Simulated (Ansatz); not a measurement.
A run on `[SiH3][Se][GeH3]` with other settings.

```yaml
crystal:
  periodic: [false, false, false]
  atoms:
    - {symbol: Si, position_ang: [-0.754887, 0.820513, -1.278457]}
    - {symbol: Se, position_ang: [1.367826, 0.708894, -0.472323]}
    - {symbol: Ge, position_ang: [0.847253, -0.801662, 1.261183]}
    - {symbol: H, position_ang: [-1.226756, -0.517818, -1.718716]}
    - {symbol: H, position_ang: [-0.718402, 1.749371, -2.434148]}
    - {symbol: H, position_ang: [-1.689694, 1.335012, -0.244475]}
    - {symbol: H, position_ang: [0.279276, -2.099036, 0.665964]}
    - {symbol: H, position_ang: [2.166349, -1.072089, 1.994083]}
    - {symbol: H, position_ang: [-0.182566, -0.169484, 2.209789]}
basis:
  gaussian: {orbitals: LANL2DZ}
hamiltonian: {xc: {name: B97M-V}}
```

```sh
$ ansatz run in.yaml --threads 4 --pin off --events-out ev --progress --plain --max-ram 10444MiB
```

Output, abridged:

```
Error: <dir> can't be read: No such file or directory (os error 2)
```
